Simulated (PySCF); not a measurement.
## AlSi2H7O5

AlSi2H7O5 is a molecule drawn as a unit of a network glass or zeolite (built as: Al Si Si, H ends, O bridges), neutral, singlet. The structure, one conformer, was relaxed in the gas phase by PBE0-D3(BJ)/def2-SVP. No frequency run checks that it is a minimum.

SMILES: [OH][Al-]1([OH])[O][SiH2]O[SiH2][OH+]1

Coordinates in Å:
```
O1     -1.985    1.202   -1.696
Al2    -1.329    0.156   -0.517
O3     -1.958   -1.459   -0.466
O4     -0.762    0.885    0.957
Si5     0.521    0.776    1.950
O6      1.742   -0.050    1.117
Si7     1.907   -0.513   -0.439
O8      0.335   -0.705   -1.111
H9     -1.947    2.156   -1.634
H10    -2.865   -1.685   -0.673
H11     1.060    2.120    2.297
H12     0.243   -0.014    3.179
H13     2.543    0.534   -1.273
H14     2.569   -1.836   -0.548
H15    -0.084   -1.591   -1.130
```

Shieldings: GIAO PBE0/pcSseg-1. Shifts are against computed references at the same level: H TMS (σ 31.27 ppm), Si TMS (σ 352.0 ppm). Core levels by delta-SCF with SCAN, pcX-2 on the ionised atom and pcseg-1 elsewhere, spin-free X2C (2p3/2 is the spin-free 2p value less a third of a first-order spin-orbit splitting); from the vacuum level, for chosen atoms.

Question: Give the NMR and core-level values of the distinct atoms.

Answer: 
```tsv
atoms	bonded to	σ (ppm)	δ (ppm)	core level (eV)
O1	1 Al + 1 H	322.5	-	1s 537.50
Al2	4 O	501.4	-	2p3/2 80.34
O3	1 Al + 1 H	320.4	-	1s 537.75
O4	1 Al + 1 Si	255.0	-	-
Si5	2 O + 2 H	384.3	-32.3	-
O6	2 Si	235.0	-	-
Si7	2 O + 2 H	378.1	-26.1	2p3/2 108.91
O8	1 Al + 1 Si + 1 H	255.6	-	1s 540.17
H9	1 O	30.29	0.97	-
H10	1 O	30.53	0.73	-
H11	1 Si	26.14	5.13	-
H12	1 Si	26.13	5.14	-
H13	1 Si	26.18	5.08	-
H14	1 Si	26.20	5.07	-
H15	1 O	25.68	5.58	-
```

Values are those of this one static structure; atoms that internal rotation interchanges would show their mean in an NMR spectrum.

Question: Which of O1, O3, O8 holds its core electrons tightest, and by how much against the loosest?

Answer: O8 (bonded to 1 Al + 1 Si + 1 H), by 2.66 eV over O1 (bonded to 1 Al + 1 H).

Question: By CAM-B3LYP/def2-SVPD (TDDFT singlets, Tamm-Dancoff triplets, ionisation by delta-SCF), where does absorption start, and what does vertical ionisation take?

Answer: The lowest singlet lies at 7.22 eV (f 0.009), the strongest of the first 6 at 7.83 eV (f 0.067), the lowest triplet at 6.96 eV; vertical ionisation takes 10.60 eV.
